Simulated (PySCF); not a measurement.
Start geometry of PAs3SSeSe nortricyclane, As3PSSe2 from GFN2-xTB (Å):
```
atom  x, y, z in Å
P1     1.0478    0.2148    1.5085
S2     0.2237   -1.6703    1.2020
As3   -0.9803   -1.6372   -0.7605
As4   -1.6578    0.6994   -0.7871
Se5   -0.9069    1.5184    1.2662
As6    0.2919    0.1023   -2.0244
Se7    2.0734    0.6705   -0.4731
```

Q: What comes out of this run: PBE0-D3(BJ)/def2-SVP geometry optimisation, gas phase in PySCF?

A: 
```
atom  x, y, z in Å
P1     0.9197    0.2816    1.5169
S2     0.2727   -1.6907    1.1745
As3   -0.7981   -1.6604   -0.7963
As4   -1.7258    0.6307   -0.8278
Se5   -0.9868    1.4474    1.2548
As6    0.3957    0.1395   -1.9956
Se7    2.0144    0.7499   -0.3950
```

The energy falls by 0.161 eV over 9 energy and gradient evaluations, the largest force component goes from 0.0194 to 2.2e-04 Eh/bohr, and the atoms move by 0.055 Å rms after alignment. The bond that changes most is P1–Se5 (ends: phosphorus bonded to S and 2 Se; selenium bonded to As and P), which shortens by 0.112 Å. Bonds longer at the end by more than 0.005 Å: 4 of 9; shorter: 5. Among the angles that change most is Se5–As4–As6, from 106.3° to 102.6°. Rotational constants go from 437.2, 428.7, 348.6 to 440.4, 437.4, 354.4 MHz. The orientation of the end geometry is arbitrary; only internal coordinates are fixed.

The run used 196 basis functions and 63 SCF cycles in all. Time: 6.7 min of wall time; peak memory 1.5 GiB. Hardware: an Arm Neoverse V1 with one thread, no GPU (shared host).

Whether it is a minimum is left open (no frequencies). The numbers are those of one conformer.
